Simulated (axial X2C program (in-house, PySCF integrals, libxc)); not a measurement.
# FTiF⁻: properties at the nuclei

Computed with an axial X2C code built on PySCF integrals: two-component X2C with atomic mean-field Coulomb and Gaunt terms, Gaussian nuclei, basis F dyall-av3z, Ti dyall-v3z with contracted cores.

F–Ti–F held linear, with bonds 1.879 and 1.879 Å (near the PBE0 minimum at charge -1 of the determinant lowest at the starting distance; the state shown can have its own minimum elsewhere, held linear; other orders of the atoms were not compared).

Determinant lowest in the PBE0 search, Ω = 3/2 (⟨Sz⟩ = 1.50, ⟨Lz⟩ = 0.00 at PBE0), spin on the atoms F 0.07, Ti 1.37, F 0.07:

| level | A∥/gI F (MHz) | qzz F (a.u.) | A∥/gI Ti (MHz) | qzz Ti (a.u.) |
| --- | --- | --- | --- | --- |
| PBE0 | 8.8 | -0.04 | 227 | -0.62 |
| HF | 6.64 | -0.08 | 89.9 | -0.66 |
| r2SCAN | 8.06 | -0.07 | 267 | -0.74 |

Determinant 0.12 eV from it at PBE0 and this distance, Ω = 3/2 (⟨Sz⟩ = -0.50, ⟨Lz⟩ = 2.00 at PBE0), spin on the atoms F 0.03, Ti -0.56, F 0.03:

```tsv
level	A∥/gI F (MHz)	qzz F (a.u.)	A∥/gI Ti (MHz)	qzz Ti (a.u.)
PBE0	5.15	0.03	247	-1.77
HF	19.3	0.05	65.9	-2.11
r2SCAN	6.96	-0.01	182	-1.91
```

A∥ (defined per Ω) follows by multiplying with gI = μI/(I μN); qzz is the electric field gradient, eQq0 = 234.96 MHz × Q/barn × qzz. The operators were transformed with the bare-nucleus X2C matrices; with these basis sets, hyperfine constants and field gradients can be off by tens of per cent, and where levels differ in sign neither size nor sign is settled.

Task: With gI(19F) = 5.2577, Q(47Ti) = 0.302 barn (g factors from the IAEA table of nuclear moments by Stone; Q from Pyykkö, Mol. Phys. 2018), turn the PBE0 values of the first state into constants in MHz.

Result: A∥(19F) = 8.8 × 5.2577 = 46.3 MHz; eQq0(47Ti) = 234.96 × (0.302) × (-0.62) = -44 MHz.

The molecule was held linear; bending was not examined, so a bent shape may lie lower.

Each state is one determinant with collinear spin, which with several unpaired electrons need not be a pure state. Unrestricted Hartree–Fock can overshoot spin polarisation at the nuclei. For an anion, determinants above electron detachment, or with a positive highest level, are held by the basis set. This is the top spin component of a Σ state; components of lower Ω are not single determinants and can lie lower. With several open shells hyperfine constants can be off by a factor of several. States lie within half an eV, so the first need not be the ground state. Where a field gradient or hyperfine factor spreads by more than a factor of two over the levels, a constant derived from it is not to be relied on. PBE0 term energies can be off by some tenths of an eV.
